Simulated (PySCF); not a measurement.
silanone (H₂OSi), SMILES O=[SiH2]. Coordinates come from a ωB97X-D3(BJ)/def2-TZVP optimisation.

TDA-PBE/def2-TZVPD run with PySCF puts the lowest singlet excitations at 3.78, 5.58, 5.84, 6.00, 6.60, 6.73 eV.

**Question.** What are the lowest excitation roots from PySCF with ADC(2)/aug-cc-pVDZ? (An estimate is asked for; the answer gives what the named calculation found.)

**Answer.** 3.72, 5.55, 5.71, 5.82, 6.45, 7.02 eV. S1 differs by -0.06 eV (second minus first; roots are paired by order, and the bases may differ).
